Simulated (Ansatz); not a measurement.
`O=COCO` and `BOCO` differ in one atom or group.

Ansatz, PBE0-D4/def2-TZVP geometries, multiplicity 1. Each molecule was computed in one conformer, which needn't be the lowest.

```json
{"property": "HOMO energy (B3LYP/def2-TZVPP) / eV", "`O=COCO`": "-8.30"}
{"property": "HOMO–LUMO gap (ωB97M-V/def2-TZVPP) / eV", "`O=COCO`": "12.93"}
{"property": "LUMO energy (PBE/def2-TZVPP) / eV", "`O=COCO`": "-1.48"}
{"property": "HOMO–LUMO gap (PBE/def2-TZVPP) / eV", "`O=COCO`": "5.38"}
{"property": "HOMO–LUMO gap (B3LYP/def2-TZVPP) / eV", "`O=COCO`": "7.66"}
{"property": "HOMO energy (ωB97M-V/def2-TZVPP) / eV", "`O=COCO`": "-10.97"}
```

Q: Give the same properties after the change, and the shifts. (An estimate is asked.)

A: The calculation gave: 
```tsv
property	`BOCO`	shift
HOMO energy (B3LYP/def2-TZVPP) / eV	-8.46	-0.16
HOMO–LUMO gap (ωB97M-V/def2-TZVPP) / eV	12.44	-0.49
LUMO energy (PBE/def2-TZVPP) / eV	-1.46	0.02
HOMO–LUMO gap (PBE/def2-TZVPP) / eV	5.66	0.28
HOMO–LUMO gap (B3LYP/def2-TZVPP) / eV	7.74	0.08
HOMO energy (ωB97M-V/def2-TZVPP) / eV	-11.04	-0.07
```

B3LYP here is the variant with VWN-RPA as its local correlation; programs differ in this.
